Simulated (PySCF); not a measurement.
Cl₂Ni (SMILES [Cl][Ni][Cl]), triplet, at a GFN2-xTB geometry (such geometries of metal compounds can be far from the true shape). Base run: R2SCAN/def2-SVP (PySCF).

The PySCF input:
```python
from pyscf import gto, scf, dft

mol = gto.M(
    atom='''
Ni    0.000000    0.000000    0.000000
Cl    0.000000    0.000000    1.934826
Cl   -0.000000   -0.000000   -1.934826
''',
    basis='def2-svp',
    charge=0,
    spin=2,
    verbose=5,
)

mf = dft.UKS(mol)
mf.xc = 'r2scan'
mf.kernel()
mf.analyze()
```

Each row names what was changed in the base input (with any setting that the change needs).

| change | ΔE vs base (µEh) | grid points | electrons on the grid | outcome |
|---|---|---|---|---|
| base | 0.0 | 58400 | 62.00000 | converged |
| grids.prune = off | 119 | 108504 | 62.00000 | converged |
| grids.prune = dft.gen_grid.sg1_prune | - | - | - | input refused |
| grids.atom_grid = (99, 590) | 69.9 | 88440 | 62.00000 | converged |
| grids.radi_method = mura_knowles | 36.9 | 53528 | 62.00000 | converged |
| grids.level = 5 | 447 | 130832 | 62.00000 | converged |
| grids.becke_scheme = stratmann | - | - | - | not converged |
| grids.prune = dft.gen_grid.treutler_prune | -6789 | 57552 | 62.00000 | converged |
| grids.atom_grid = (30, 110) | - | - | - | not converged |
| grids.atom_grid = (50, 194) | -3756 | 18832 | 62.00002 | converged |
| grids.level = 2 | -199 | 36536 | 61.99999 | converged |

Open shells are given as the SCF converged; they aren't shown to be the lowest states, and a large step between rows can be another state.

- grids.prune = dft.gen_grid.sg1_prune: ended with `IndexError: index 28 is out of bounds for axis 0 with size 19`
